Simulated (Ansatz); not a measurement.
Mulliken charges of `C[B](Br)[SnH3]` from r2SCAN/def2-TZVPP in Ansatz (PBE0-D4/def2-TZVP geometry).

```json
{"atom": "C1", "x (Å)": "0.041", "y (Å)": "1.342", "z (Å)": "-1.018", "charge (e)": "-0.193"}
{"atom": "B2", "x (Å)": "0.557", "y (Å)": "-0.031", "z (Å)": "-0.517", "charge (e)": "-0.043"}
{"atom": "Br3", "x (Å)": "2.039", "y (Å)": "-0.869", "z (Å)": "-1.397", "charge (e)": "-0.060"}
{"atom": "Sn4", "x (Å)": "-0.357", "y (Å)": "-1.154", "z (Å)": "1.219", "charge (e)": "0.435"}
{"atom": "H5", "x (Å)": "-0.025", "y (Å)": "2.048", "z (Å)": "-0.182", "charge (e)": "0.081"}
{"atom": "H6", "x (Å)": "0.624", "y (Å)": "1.789", "z (Å)": "-1.825", "charge (e)": "0.077"}
{"atom": "H7", "x (Å)": "-0.996", "y (Å)": "1.219", "z (Å)": "-1.360", "charge (e)": "0.081"}
{"atom": "H8", "x (Å)": "-0.894", "y (Å)": "-2.700", "z (Å)": "0.732", "charge (e)": "-0.121"}
{"atom": "H9", "x (Å)": "-1.696", "y (Å)": "-0.319", "z (Å)": "1.885", "charge (e)": "-0.137"}
{"atom": "H10", "x (Å)": "0.790", "y (Å)": "-1.377", "z (Å)": "2.466", "charge (e)": "-0.121"}
```

By hand: the dipole of these point charges (1 e Å = 4.8032 D).

Σ q r = (-0.099, 0.232, -0.078) e Å, of length 0.264 e Å = 1.27 D.

How does the dipole of the full density compare? (Estimate.)

Computed: (-0.103, 0.284, -0.113) e Å, 1.55 D; the point charges give 0.82 times that, at 4° from its direction.

Point charges leave out the atoms' own dipoles, such as those of lone pairs, and Mulliken's split depends on the basis, so the two needn't agree.
